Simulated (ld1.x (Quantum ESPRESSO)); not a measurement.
## What one change does to a pseudopotential (copper, RRKJ)

```
Element                 : Cu
Generator               : ld1.x (Quantum ESPRESSO) 7.5
Type                    : norm-conserving RRKJ (Kleinman–Bylander form)
Functional              : PBE
Relativity              : scalar-relativistic
Frozen core             : [Ar]
Valence charge          : 11
Reference configuration : 3d10 4s1 4p0
Partial waves           : 4s (bound): rc 2.35 bohr; 4p (bound, empty): rc 3.35 bohr; 3d (bound): rc 1.00 bohr
Local potential         : the d channel
Core correction         : a·sin(br)/r model core inside 0.55 bohr
rho0                    : 0.005
```

All-electron outer shells of the reference configuration (PBE, scalar-relativistic, ld1.x):

| shell | level (eV) | outermost node (bohr) | outermost maximum (bohr) |
| --- | --- | --- | --- |
| 3s | -114.70 | 0.29 | 0.61 |
| 3p | -72.14 | 0.26 | 0.62 |
| 3d | -5.04 | – | 0.60 |
| 4s | -4.61 | 0.89 | 2.27 |
| 4p | -0.70 | 0.97 | 3.65 |

Change: wave 3d (bound): rc 1.00 bohr becomes 3d (bound): rc 0.84 bohr.

Cutoffs: the cutoffs (Ry, on a coarse ladder) from which the occupation-weighted sum of valence levels, in a spherical-Bessel basis at the reference potential, stays within 10 and 1 mRy of its value at 400 Ry; they do not see the model core or the augmentation charge, which bear on the density cutoff. Errors are all-electron minus pseudo energies relative to the spin-unpolarised reference configuration.

Task: What does the change do?

Result: Both files keep a bound ghost (p, s); of the 7 tests that both files solve, the error grows in 2 and shrinks in 2 by more than 15 % and 0.3 meV (median size 30.9 → 14.1 meV).

```csv
quantity,base,changed
"cutoff, loose",230 Ry,300 Ry
"cutoff, tight",over 300 Ry,over 300 Ry
loose cutoff by channel (10 mRy a level),"s 18 Ry, d 180 Ry","s 18 Ry, d 230 Ry"
bound ghosts,"s, p","s, p"
"error for 3d10 4s0 4p0, meV [ΔE 8.15 eV]",-12,-14
"error for 3d9 4s0 4p0, meV [ΔE 29.48 eV]",-48,-51
"error for 3d8 4s0 4p0, meV [ΔE 68.50 eV]",-464,-447
"error for 3d10 4s0 4p1, meV [ΔE 4.14 eV]",-4.3,-4.5
"error for 3d9 4s2 4p0, meV [ΔE 1.97 eV]",-72,-54
"error for 3d10 4s0.5 4p0, meV [ΔE 3.16 eV]",-2.2,-2.8
"error for 3d9 4s1 4p0, meV [ΔE 11.58 eV]",-31,-11
s: phases at 3.63 bohr within 0.05 rad from the reference energy up to (Ry; the scan ends near 5),1.0,0.8
p: phases at 3.63 bohr within 0.05 rad from the reference energy up to (Ry; the scan ends near 5),1.8,1.7
d: phases at 3.63 bohr within 0.05 rad from the reference energy up to (Ry; the scan ends near 5),3.3,3.5
```

Base: These tests converged, but a pseudo level misses the all-electron one widely, so the file describes the atom poorly there or has found another state: 3d9 4s0 4p0: empty 4p by 3.9 eV (a node warning on the way); 3d8 4s0 4p0: empty 4s by 6.4 eV (a node warning on the way). A true bound ghost makes a file unfit for plane-wave use even where its test errors are small: the radial tests pick states by their node count and pass the ghost by.
